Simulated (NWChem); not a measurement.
CH$_{4}$N$_{2}$O$_{2}$Si; SMILES N#CO[Si@@H](N)O

```xyz
10

N     -0.5813    -2.7616    -0.1193
C      0.0551    -1.8079     0.0807
O      0.7316    -0.7497     0.2927
Si    -0.0089     0.8289     0.3853
N      0.9644     1.9993    -0.3357
O     -1.4149     0.6675    -0.4458
H     -0.1187     1.0891     1.8356
H      1.0736     2.0931    -1.3382
H      1.6130     2.5668     0.1940
H     -1.8676    -0.1842    -0.4467
```
Atoms are numbered in this order, from 1.

Level: PBE0/def2-SVP (NWChem), optimised geometry, unscaled harmonic frequencies. 

Q: List the harmonic frequencies with IR intensities, and the thermochemistry.

A: 
```tsv
frequency (cm⁻¹)	IR intensity (km/mol)
38	0.7
98	5.2
188	4.7
260	47.0
295	159.5
317	61.4
351	16.5
381	89.3
526	8.4
543	43.8
670	70.6
736	87.7
794	61.1
848	154.3
887	190.6
911	95.6
1023	228.0
1226	211.5
1529	85.7
2322	112.3
2422	293.3
3636	74.7
3743	74.3
3891	134.6
```

```yaml
zero_point_energy: 39.5 kcal/mol
thermal correction to the enthalpy at 298.15 K (with zero-point energy): 45.1 kcal/mol
heat capacity Cv: 26.7 cal/(mol K)
entropy at 298.15 K and 1 atm (symmetry number 1): 87.2 cal/(mol K)
dipole_moment: 4.81 D
```

Rigid rotor and harmonic oscillator; modes under 100 cm⁻¹ make the entropy uncertain.
